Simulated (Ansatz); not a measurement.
Frontier orbitals of `[F][In@H-]1[OH+][In@@H-]([F])[OH+]1`.

Z-matrix (Å, degrees):
```
In
O 1 2.142
In 1 3.273 2 40.2
O 1 2.142 2 80.3 3 -3.4
F 1 1.952 2 100.7 3 -102.5
H 1 1.687 2 117.9 3 113.1
H 2 0.963 1 111.4 3 117.6
F 3 1.952 1 106.2 2 -87.4
H 3 1.687 1 125.5 2 92.6
H 4 0.963 1 111.4 2 -114.2
```

Charge 0, multiplicity 1. Correlated methods include outer-core shells of In, which these sets cover unevenly. In takes the def2 core potential. All single points use the PBE0-D4/def2-TZVP geometry. Basis def2-TZVPP, Ansatz.

Orbital energies of one run (eV). Highest occupied ones, from the top: -7.89, -7.94, -8.15, -8.23, -8.46, -8.50, -8.83, -8.94, -9.46, -9.50, -10.37, -11.86, -11.87, -13.43. Empty: -2.54, -1.79, -1.55, -1.09, -0.56, -0.09.

Q: Which functional gave them?
A. LDA (SPW92)
B. CAM-B3LYP
C. HSE06 (plane-wave form)
D. B3LYP

A: A. HOMO energies: LDA (SPW92) -7.89, HSE06 -8.88, B3LYP -9.06, CAM-B3LYP -10.72 eV.

B3LYP here is the variant with VWN-RPA as its local correlation; programs differ in this.
